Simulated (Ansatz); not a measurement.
Start from `C[O][AlH][F]` and change one element to get `C[O][AlH][Br]`.

Ansatz, PBE0-D4/def2-TZVP geometries, multiplicity 1. Each molecule was computed in one conformer, which needn't be the lowest.

Scalar relativity is left out up to krypton.

```json
{"property": "size of the dipole moment (ωB97M-V/def2-TZVPP) / D", "`C[O][AlH][F]`": "1.12"}
{"property": "ideal-gas entropy at 298 K and 1 bar (rigid rotor, harmonic PBE0-D4/def2-TZVP) / J/(mol·K)", "`C[O][AlH][F]`": "324"}
{"property": "HOMO energy (ωB97M-V/def2-TZVPP) / eV", "`C[O][AlH][F]`": "-10.89"}
{"property": "HOMO energy (B3LYP/def2-TZVPP) / eV", "`C[O][AlH][F]`": "-8.23"}
{"property": "size of the dipole moment (PBE/def2-TZVPP) / D", "`C[O][AlH][F]`": "1.14"}
{"property": "LUMO energy (ωB97M-V/def2-TZVPP) / eV", "`C[O][AlH][F]`": "1.11"}
```

Problem. Give the same properties after the change, and the shifts. (Estimate.)

Solution. The calculation gave: 
| property | `C[O][AlH][Br]` | shift |
| --- | --- | --- |
| size of the dipole moment (ωB97M-V/def2-TZVPP) / D | 1.06 | -0.06 |
| ideal-gas entropy at 298 K and 1 bar (rigid rotor, harmonic PBE0-D4/def2-TZVP) / J/(mol·K) | 345 | 21 |
| HOMO energy (ωB97M-V/def2-TZVPP) / eV | -10.76 | 0.13 |
| HOMO energy (B3LYP/def2-TZVPP) / eV | -8.17 | 0.06 |
| size of the dipole moment (PBE/def2-TZVPP) / D | 1.05 | -0.09 |
| LUMO energy (ωB97M-V/def2-TZVPP) / eV | 0.74 | -0.37 |

Dipoles are sizes alone; their direction can turn.

B3LYP here is the variant with VWN-RPA as its local correlation; programs differ in this.

Spin–orbit coupling is left out; it splits and shifts lone-pair levels of the heavy atoms by tenths of an eV.
